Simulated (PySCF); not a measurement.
**Basis-set dependence of population analyses: `FC/C(F)=C(\[SiH3])Cl`**

C3H5ClF2Si.
Atom-mapped SMILES: `[F:1][CH2:2]/[C:3]([F:4])=[C:5](\[SiH3:6])[Cl:7]` (hydrogens: H8, H9 on C2; H10, H11, H12 on Si6)

PBE0 throughout (PySCF), one geometry, spherical d and f functions. The structure is a single PBE0-D3(BJ)/def2-SVP conformer in the gas phase; no vibrational or solvent corrections. The first 7 of 9 kinds of atom are listed.

Mulliken charges (e):

| basis | functions | F1 | C2 | C3 | F4 | C5 | Si6 | Cl7 |
| --- | --- | --- | --- | --- | --- | --- | --- | --- |
| STO-3G | 48 | -0.101 | -0.053 | +0.092 | -0.059 | -0.190 | +0.566 | -0.128 |
| 6-31G | 81 | -0.308 | -0.048 | +0.402 | -0.290 | -0.637 | +0.638 | +0.111 |
| pcSseg-0 | 81 | -0.358 | -0.045 | +0.348 | -0.329 | -0.742 | +0.637 | +0.074 |
| 6-31G* | 116 | -0.303 | -0.039 | +0.425 | -0.288 | -0.427 | +0.407 | +0.009 |
| cc-pVDZ | 131 | -0.207 | +0.237 | +0.157 | -0.146 | -0.350 | +0.323 | -0.039 |
| def2-SVP | 131 | -0.247 | +0.283 | +0.171 | -0.187 | -0.349 | +0.455 | -0.080 |
| aug-cc-pVDZ | 214 | -0.413 | +0.867 | +1.084 | -0.538 | -0.754 | -0.667 | -0.228 |
| 6-311+G(2d,p) | 235 | -0.227 | -0.317 | -0.017 | -0.251 | +0.202 | +0.324 | +0.075 |
| def2-TZVP | 259 | -0.205 | +0.032 | +0.135 | -0.164 | -0.101 | +0.169 | -0.093 |
| cc-pVTZ | 288 | -0.199 | +0.109 | +0.184 | -0.137 | -0.203 | +0.208 | -0.094 |
| IGLO-III | 313 | -0.249 | -0.051 | +0.208 | -0.232 | -0.271 | +0.747 | +0.042 |

IAO charges (e):

```tsv
basis	functions	F1	C2	C3	F4	C5	Si6	Cl7
STO-3G	48	-0.128	-0.116	+0.122	-0.072	-0.350	+0.638	-0.031
6-31G	81	-0.280	-0.016	+0.252	-0.235	-0.315	+0.471	-0.017
pcSseg-0	81	-0.276	-0.014	+0.245	-0.222	-0.338	+0.463	-0.006
6-31G*	116	-0.289	+0.023	+0.283	-0.242	-0.353	+0.597	-0.019
cc-pVDZ	131	-0.291	+0.020	+0.279	-0.243	-0.348	+0.588	-0.017
def2-SVP	131	-0.292	+0.025	+0.276	-0.244	-0.350	+0.605	-0.008
aug-cc-pVDZ	214	-0.301	+0.020	+0.283	-0.255	-0.344	+0.589	-0.020
6-311+G(2d,p)	235	-0.302	+0.018	+0.284	-0.256	-0.357	+0.621	-0.014
def2-TZVP	259	-0.302	+0.022	+0.288	-0.256	-0.363	+0.630	-0.012
cc-pVTZ	288	-0.300	+0.020	+0.288	-0.254	-0.357	+0.615	-0.016
IGLO-III	313	-0.303	+0.019	+0.285	-0.257	-0.360	+0.629	-0.010
```

Hirshfeld charges (e):

| basis | functions | F1 | C2 | C3 | F4 | C5 | Si6 | Cl7 |
| --- | --- | --- | --- | --- | --- | --- | --- | --- |
| STO-3G | 48 | -0.067 | +0.067 | +0.043 | -0.016 | -0.065 | +0.374 | -0.160 |
| 6-31G | 81 | -0.081 | +0.046 | +0.071 | -0.070 | -0.112 | +0.267 | -0.044 |
| pcSseg-0 | 81 | -0.076 | +0.040 | +0.066 | -0.065 | -0.117 | +0.285 | -0.035 |
| 6-31G* | 116 | -0.069 | +0.043 | +0.078 | -0.059 | -0.105 | +0.266 | -0.056 |
| cc-pVDZ | 131 | -0.055 | +0.027 | +0.066 | -0.050 | -0.113 | +0.278 | -0.039 |
| def2-SVP | 131 | -0.063 | +0.028 | +0.069 | -0.060 | -0.114 | +0.283 | -0.026 |
| aug-cc-pVDZ | 214 | -0.069 | +0.021 | +0.062 | -0.066 | -0.122 | +0.287 | -0.019 |
| 6-311+G(2d,p) | 235 | -0.072 | +0.027 | +0.062 | -0.068 | -0.126 | +0.292 | -0.020 |
| def2-TZVP | 259 | -0.067 | +0.024 | +0.067 | -0.065 | -0.119 | +0.284 | -0.025 |
| cc-pVTZ | 288 | -0.062 | +0.023 | +0.069 | -0.060 | -0.117 | +0.281 | -0.031 |
| IGLO-III | 313 | -0.070 | +0.020 | +0.060 | -0.070 | -0.121 | +0.283 | -0.009 |

ESP-fitted charges (e):

```
        basis  functions      F1      C2      C3      F4      C5     Si6     Cl7
       STO-3G         48  -0.075  -0.154  +0.208  -0.075  -0.069  +0.335  -0.182
        6-31G         81  -0.236  +0.061  +0.390  -0.230  -0.302  +0.420  -0.063
     pcSseg-0         81  -0.222  -0.034  +0.453  -0.231  -0.378  +0.491  -0.058
       6-31G*        116  -0.170  +0.006  +0.339  -0.167  -0.313  +0.362  -0.045
      cc-pVDZ        131  -0.180  +0.039  +0.321  -0.173  -0.303  +0.298  -0.028
     def2-SVP        131  -0.191  +0.042  +0.347  -0.190  -0.322  +0.349  -0.020
  aug-cc-pVDZ        214  -0.177  -0.027  +0.360  -0.204  -0.286  +0.315  -0.031
6-311+G(2d,p)        235  -0.185  -0.022  +0.366  -0.208  -0.295  +0.312  -0.026
    def2-TZVP        259  -0.174  -0.028  +0.355  -0.198  -0.281  +0.312  -0.029
      cc-pVTZ        288  -0.168  -0.034  +0.339  -0.186  -0.276  +0.320  -0.035
     IGLO-III        313  -0.179  -0.015  +0.366  -0.207  -0.317  +0.321  -0.005
```

Q: Which scheme is steadiest as the basis changes?

A: Largest range over the bases for any column: Hirshfeld 0.15 e, IAO 0.18 e, ESP-fitted 0.31 e, Mulliken 1.41 e. Hirshfeld charges move least and Mulliken charges most, counted in e. Without the minimal STO-3G basis the ranges are Hirshfeld 0.05, IAO 0.17, ESP-fitted 0.19, Mulliken 1.41 e.

Q: How much do the charges still move between the two largest bases, cc-pVTZ and IGLO-III?

A: At most, over all atoms: Mulliken 0.539 e, IAO 0.014 e, Hirshfeld 0.021 e, ESP-fitted 0.041 e.

Q: What do the same runs give for the total energy, the frontier levels and the dipole moment?

A: 
| basis | energy (Eh) | HOMO (eV) | LUMO (eV) | μ (D) |
| --- | --- | --- | --- | --- |
| STO-3G | -1053.4516 | -4.62 | 3.04 | 2.40 |
| 6-31G | -1065.8865 | -7.31 | -0.41 | 2.18 |
| pcSseg-0 | -1064.4487 | -7.49 | -0.72 | 2.35 |
| 6-31G* | -1066.0115 | -7.14 | -0.37 | 2.17 |
| cc-pVDZ | -1066.0773 | -7.18 | -0.48 | 2.05 |
| def2-SVP | -1065.5835 | -7.22 | -0.56 | 1.98 |
| aug-cc-pVDZ | -1066.1050 | -7.36 | -0.70 | 1.95 |
| 6-311+G(2d,p) | -1066.1809 | -7.38 | -0.75 | 1.94 |
| def2-TZVP | -1066.2144 | -7.33 | -0.70 | 1.94 |
| cc-pVTZ | -1066.2077 | -7.31 | -0.65 | 2.00 |
| IGLO-III | -1066.2148 | -7.31 | -0.68 | 1.80 |

The dipole is fixed by the density alone, so its range of 0.60 D shows that the density itself changes with the basis, not only its division among atoms.
